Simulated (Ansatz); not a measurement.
Mulliken charges of `[NH2][Al]([OH])[SiH3]` from r2SCAN/def2-TZVPP in Ansatz (PBE0-D4/def2-TZVP geometry).

```tsv
atom	x (Å)	y (Å)	z (Å)	charge (e)
N1	-0.661	1.120	-1.592	-0.471
Al2	0.382	0.142	-0.562	0.632
O3	1.941	-0.176	-1.159	-0.439
Si4	-0.412	-0.687	1.598	0.001
H5	-0.400	1.493	-2.491	0.153
H6	-1.605	1.382	-1.360	0.148
H7	2.594	-0.693	-0.693	0.183
H8	-0.370	-2.177	1.664	-0.068
H9	-1.816	-0.270	1.876	-0.070
H10	0.431	-0.185	2.722	-0.068
```

Question: By hand: the dipole of these point charges (1 e Å = 4.8032 D).

Answer: Σ q r = (-0.001, 0.124, -0.234) e Å, of length 0.265 e Å = 1.27 D.

Question: How does the dipole of the full density compare? (Best estimate.)

Answer: Computed: (-0.039, 0.040, -0.046) e Å, 0.35 D; the point charges give 3.63 times that, at 35° from its direction.

Point charges leave out the atoms' own dipoles, such as those of lone pairs, and Mulliken's split depends on the basis, so the two needn't agree.
